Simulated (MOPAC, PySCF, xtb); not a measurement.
Complex: NH3 (SMILES N) (first 4 atoms) with N2 (SMILES N#N); geometry from B3LYP-D3(BJ)/def2-TZVP, rigid monomers moved along the line of their centres of mass till N1···N5 is 3.70 Å.
(charge 0, multiplicity 1):
```csv
atom,x (Å),y (Å),z (Å)
N,-0.1599,0.1857,-0.1659
H,-0.3851,0.3345,-1.1430
H,0.7648,0.5691,-0.0064
H,-0.0952,-0.8151,-0.0187
N,0.5089,-0.3742,3.4293
N,-0.1996,0.0929,4.1144
```

Monomers are frozen at their geometry in the pair; levels with a basis set take the counterpoise correction. Rows marked so take none.

Rows in 3-21G carry no dispersion term and start afresh at each structure. The state that PM7 reach isn't checked; PM7 holds dispersion and hydrogen-bond terms.

The values were computed with MOPAC for PM7 (differences of heats of formation); PySCF for 3-21G rows; xtb for the GFN methods. Each number belongs to the level named beside it.

**Question.** One of these levels gives -24.3 meV for the interaction energy. Which one is it?
A) HF/3-21G (no counterpoise)
B) PM7
C) GFN1-xTB

**Answer.** A, HF/3-21G (no counterpoise). The others give -41.6 (PM7), -10.9 (GFN1-xTB)
